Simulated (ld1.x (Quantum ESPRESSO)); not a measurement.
Which change was made? (Al, TM semilocal)

* Element: Al (Z = 13)
* Generator: ld1.x (Quantum ESPRESSO) 7.5
* Type: norm-conserving Troullier–Martins (semilocal form)
* Functional: PBE
* Relativity: scalar-relativistic
* Frozen core: [Ne]
* Valence charge: 3
* Reference configuration: 3s2 3p1
* Partial waves: 3s (bound): rc 1.90 bohr; 3p (bound): rc 2.75 bohr; 3d channel at -0.1 Ry: rc 2.40 bohr
* Local potential: the d channel
* Core correction: none

Cutoffs, loose and tight: the cutoffs (Ry, on a coarse ladder) from which the occupation-weighted sum of valence levels, in a spherical-Bessel basis at the reference potential, stays within 10 and 1 mRy of its value at 400 Ry. They do not see the model core or the augmentation charge, which bear on the density cutoff. Test errors are all-electron minus pseudo excitation energies from the reference, over the configurations 3s2 3p0; 3s1 3p0; 3s2 3p0.5; 3s2 3p1.3; 3s1 3p1; 3s0 3p3; 3s1 3p2; variants that change the core or the reference have their own tests.

The base gives: outcome: generated; cutoff, loose: 10 Ry; cutoff, tight: 30 Ry; bound ghosts: none; largest test error (meV): +30.

**Question.** After one change the result is: outcome: generated; cutoff, loose: 30 Ry; cutoff, tight: 70 Ry; bound ghosts: none; largest test error (meV): +49. Which change was it?
A. wave 3s (bound): rc 1.90 bohr becomes 3s (bound): rc 2.66 bohr
B. wave 3s (bound): rc 1.90 bohr becomes 3s (bound): rc 1.48 bohr
C. wave 3s (bound): rc 1.90 bohr becomes 3s (bound): rc 1.26 bohr

**Answer.** B. The others give: wave 3s (bound): rc 1.90 bohr becomes 3s (bound): rc 1.26 bohr → outcome: generated; cutoff, loose: 50 Ry; cutoff, tight: 140 Ry; bound ghosts: none; largest test error (meV): +107 | wave 3s (bound): rc 1.90 bohr becomes 3s (bound): rc 2.66 bohr → outcome: generated; cutoff, loose: 8 Ry; cutoff, tight: 18 Ry; bound ghosts: none; largest test error (meV): +26.
